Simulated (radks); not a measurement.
Spherical jellium clusters: N electrons in a uniform positive sphere of charge N and radius rs N^(1/3), rs = 5.39 bohr. Method: non-relativistic Kohn-Sham, PBE, spin-polarised, spherical densities; computed with a radial shooting solver with Libxc functionals. Levels are named by radial order and angular momentum (1s, 1p, 1d, 2s, ...), and open shells are averaged over m.

N = 3, configuration 1s2 1p(up 1, down 0). This is the lowest configuration that the search found. Occupied levels:

| level | occupation | eigenvalue (eV) | <r> (bohr) |
|---|---|---|---|
| 1s up | 1 | -3.0077 | 5.717 |
| 1s down | 1 | -2.7584 | 5.310 |
| 1p up | 1 | -1.9308 | 7.064 |

Energy (eV): total -4.63927, kinetic 3.3523, external -36.969, Hartree 18.250, exchange-correlation -8.1757, background 18.902.
